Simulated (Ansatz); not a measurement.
Reaction (ligand exchange at the Si–S bond): `F[SiH](F)S[SiH3]` + `[CH3][Al]([OH])[SiH3]` → `[CH3][Al]([SiH3])[O][SiH3]` + `F[SiH](F)S`

Gas-phase electronic energies from Ansatz, PBE0-D4/def2-TZVP geometries. CBS: MP2 limit from def2 TZ/QZ plus the TZ coupled-cluster correction, frozen cores. Each species was taken in one conformer, which may not be the lowest.

`F[SiH](F)S[SiH3]`:

Z-matrix (Å, degrees):
```
Si
F 1 1.585
S 1 2.098 2 111.7
F 1 1.588 2 105.5 3 120.4
H 1 1.470 2 108.7 3 -122.0
Si 3 2.157 1 98.6 2 72.7
H 6 1.482 3 110.0 1 -36.9
H 6 1.481 3 105.2 1 -156.1
H 6 1.481 3 110.3 1 85.0
```

`[CH3][Al]([OH])[SiH3]`:

Cartesian coordinates in Å:
```
C 0.538 -1.194 -1.550
Al -0.287 0.196 -0.471
O -1.356 1.259 -1.263
Si 0.120 0.506 1.937
H 0.202 -1.149 -2.589
H 0.304 -2.189 -1.158
H 1.629 -1.104 -1.541
H -1.807 1.971 -0.813
H -0.223 -0.722 2.714
H 1.556 0.798 2.216
H -0.676 1.627 2.516
```

`[CH3][Al]([SiH3])[O][SiH3]`:

```xyz
14

C    -1.748    1.101   -1.433
Al   -0.272    0.372   -0.400
Si    2.058    1.141   -0.493
O    -0.578   -0.905    0.668
Si   -0.328   -2.071    1.770
H    -2.663    0.517   -1.314
H    -1.502    1.144   -2.499
H    -1.963    2.130   -1.124
H     2.600    1.401    0.872
H     2.933    0.106   -1.119
H     2.220    2.393   -1.286
H     1.117   -2.175    2.116
H    -0.782   -3.382    1.233
H    -1.092   -1.771    3.010
```

`F[SiH](F)S`:

Cartesian coordinates in Å:
```
F -0.946 0.672 1.244
Si 0.116 -0.198 0.451
F -0.606 -1.580 0.167
S 0.696 0.745 -1.338
H 1.301 -0.421 1.292
H -0.561 0.783 -1.816
```

```
             level  ΔE (eV)
SCS-MP2/def2-TZVPP    -0.55
    CCSD/CBS(def2)    -0.51
```

**Question.** What does CCSD(T)/CBS give? (An estimate is asked.)

**Answer.** The calculation gave: -0.47 eV. The listed levels differ from it by -0.08, -0.04 eV.

Largest T1 diagnostic among the species: 0.013.

From PBE to PBE0 (25 % exact exchange), in def2-TZVPP and without D4, ΔE moves by −0.05 eV. In def2-TZVPP, CCSD(T) changes the Hartree–Fock value by +0.21 eV (the triples alone add +0.04 eV) and MP2 by +0.25 eV.
